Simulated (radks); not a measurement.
Results of a calculation; reference values are marked as such.
Ionisation of Cs, [Xe] 6s1, to Cs+, [Xe], under several functionals. Dirac Kohn-Sham, spin-unpolarised, spherical densities, finite nucleus; a radial shooting solver on a logarithmic mesh with Libxc functionals.

functional                          E(Cs) (hartree)  Exc (hartree)  IE (eV)  -e(HOMO) (eV)  <r> HOMO (bohr)  IE error (eV)
exchange-only LDA                        -7778.5892      -181.1403    3.334          1.587            5.867         -0.560
RPBE                                     -7790.3374      -193.0339    3.863          2.025            5.809         -0.030
revPBE                                   -7790.2352      -192.9304    3.798          2.028            5.785         -0.096
B86b exchange with PBE correlation       -7790.7864      -193.4874    3.853          2.101            5.674         -0.041
PBE                                      -7789.9785      -192.6694    3.863          2.086            5.690         -0.031
OLYP                                     -7792.9252      -195.7449    3.784          1.809            5.910         -0.110

NIST Atomic Spectra Database: 3.894 eV (measured). Closest: RPBE. The Delta-SCF values span 0.53 eV, the total energies 14.34 hartree. The highest occupied level is 6s1/2. Spin polarisation and multiplet splitting are left out, so open shells lie too high by an amount that depends on their filling.

Beside tabulated values, note that spin-unpolarised runs miss the spin-polarisation part of the exchange energy of open shells.
